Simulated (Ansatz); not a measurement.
The multiplicity is imposed and other spin states were not computed.

Cartesian coordinates (Å):
```xyz
6

Au    -0.0044     0.1545     0.1439
N     -0.0659     2.4482     2.2771
C     -0.0430     1.5866     1.4759
H     -0.0858     3.1892     2.9661
C      0.0350    -1.3004    -1.2096
N      0.0586    -2.1623    -2.0113
```
Charge 0, spin multiplicity 1.

The numbers are results of frozen-core CCSD(T)/def2-TZVPP // PBE-D3(BJ)/def2-SVP (Ansatz, a quantum-chemistry and plane-wave program), not measurements.

```yaml
HF energy: -320.07589 Ha
MP2 correlation energy: -1.32519 Ha
```

Problem. Estimate the CCSD correlation energy, the (T) correction, the total energy and the T1 diagnostic.

Solution. 
The CCSD correlation energy comes out as -1.27135 Ha. The (T) correction comes out as -0.06310 Ha and the CCSD(T) total energy is -321.41035 Ha. The T1 diagnostic is 0.016.
